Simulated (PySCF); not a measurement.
# From computed data to an observable: chemical shift, span and skew from a shielding tensor

CCl2, SMILES Cl[C]Cl (connectivity only; charge and spin as stated), neutral, multiplicity 1. Atoms are numbered in the order given.

```xyz
3

Cl     0.0000    -1.3947     0.1479
C      0.0000     0.0000    -0.8381
Cl     0.0000     1.3947     0.1479
```
Charge 0, spin multiplicity 1.

Coordinates come from a PBE0-D3(BJ)/def2-TZVP optimisation. The isomer is the one that the SMILES or the coordinates give; other isomers of the formula were not compared.

GIAO shieldings from KT2/pcSseg-2 run with PySCF, non-relativistic, no solvent. The symmetric part of the tensor of C2 has the principal values -934.5, -137.4, 55.9 ppm. The same nucleus in TMS has σ = 184.2 ppm at this level (PySCF, at its B3LYP-D3(BJ)/def2-TZVP geometry). Without spin–orbit terms, shifts of atoms bonded to Cl or Br come out too high.

Question: Work out the isotropic shielding, the ¹³C shift against TMS, the span and the skew.

Answer: 
σ(iso) = (σ11 + σ22 + σ33)/3 = -338.7 ppm. δ = σ(ref) − σ(iso) = 184.2 − (-338.7) = 522.9 ppm.
Span Ω = σ33 − σ11 = 990.4 ppm. Skew κ = 3(σ(iso) − σ22)/Ω = -0.61. Tumbling in solution averages the tensor to δ; in a static solid the shielding alone would spread this spin-1/2 line over Ω.
